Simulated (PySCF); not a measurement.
**Circular dichroism: `CC(=O)[C@H]1CC[C@H]1N`, C₆H₁₁NO**

Cartesian coordinates in Å; atom numbers follow the order of the lines, from 1:
```xyz
19

C    -2.045   -1.128   -0.654
C    -1.117   -0.764    0.472
O    -0.877   -1.498    1.398
C    -0.476    0.597    0.314
C     0.445    1.011    1.472
C     1.679    0.763    0.594
C     0.759    0.578   -0.636
N     0.898   -0.591   -1.468
H    -1.497   -1.046   -1.591
H    -2.419   -2.140   -0.525
H    -2.882   -0.434   -0.686
H    -1.238    1.320    0.024
H     0.321    2.048    1.774
H     0.362    0.365    2.344
H     2.395    1.580    0.529
H     2.207   -0.153    0.856
H     0.766    1.452   -1.293
H     0.975   -1.426   -0.893
H     1.735   -0.525   -2.036
```

Method used: TDDFT PBE0/def2-SVPD circular dichroism and optical rotation, one conformer, gas phase (PySCF). Geometry: GFN2-xTB.

The molecule is flexible and this is one conformer; a measurement averages over conformers. States above about 7.0 eV (minus the energy of the highest occupied orbital) lie near or above the ionisation threshold and depend on the basis.

(1) What are the CIP labels of the stereocentres?

(2) Which excitations and rotatory strengths does the calculation give?

## Answers

(1) C4 S, C7 R.

(2) Rotatory strengths R in 10⁻⁴⁰ esu² cm², velocity form and length form (origin at the centre of mass); f in length form.
```
state  E (eV)  λ (nm)       f  R (velocity)  R (length)                                    main
    1    4.45     279  0.0003          +8.2        +7.8        HOMO−1→LUMO 0.68, HOMO→LUMO 0.29
    2    5.39     230   0.005          +4.3        +4.2        HOMO→LUMO 0.70, HOMO−1→LUMO 0.30
    3    6.37     195   0.040         -41.8       -41.4                        HOMO→LUMO+1 0.85
    4    6.76     183   0.005         +13.7       +12.8    HOMO−1→LUMO+1 0.79, HOMO→LUMO+1 0.09
    5    7.00     177   0.005          +0.9        +0.9      HOMO→LUMO+2 0.66, HOMO→LUMO+3 0.13
    6    7.15     173   0.027         -28.2       -28.9      HOMO−2→LUMO 0.74, HOMO−3→LUMO 0.20
    7    7.24     171   0.018         -22.4       -21.9      HOMO→LUMO+4 0.40, HOMO→LUMO+3 0.30
    8    7.26     171   0.013          -4.2        -4.4      HOMO−3→LUMO 0.66, HOMO−2→LUMO 0.15
    9    7.37     168  0.0008          +0.5        +1.1    HOMO−1→LUMO+2 0.48, HOMO→LUMO+4 0.27
   10    7.42     167  0.0008          +2.4        +2.7    HOMO−1→LUMO+2 0.40, HOMO→LUMO+3 0.34
   11    7.48     166   0.018          +5.6        +5.7  HOMO−1→LUMO+3 0.49, HOMO−1→LUMO+4 0.40
   12    7.62     163   0.011          +1.2        +1.3  HOMO−1→LUMO+3 0.32, HOMO−1→LUMO+4 0.30
   13    7.74     160   0.012          +2.9        +2.9    HOMO−4→LUMO 0.52, HOMO−1→LUMO+4 0.22
   14    7.98     155   0.033          -2.7        -2.6                        HOMO→LUMO+5 0.86
   15    8.21     151   0.034         +34.8       +34.6      HOMO→LUMO+6 0.64, HOMO→LUMO+7 0.12
   16    8.25     150   0.008         -21.7       -20.0    HOMO−1→LUMO+5 0.83, HOMO→LUMO+6 0.09
```

Among the states computed, the strongest CD band (largest |R|) is state 3. The largest dissymmetry factor in size, g = 4R/(D+G), with D and G the electric and magnetic dipole strengths, is +0.19 for state 1 (velocity form, f = 0.0003), among bands with |R| over 0.5. The mirror image has the same energies and oscillator strengths and all R with the opposite sign.
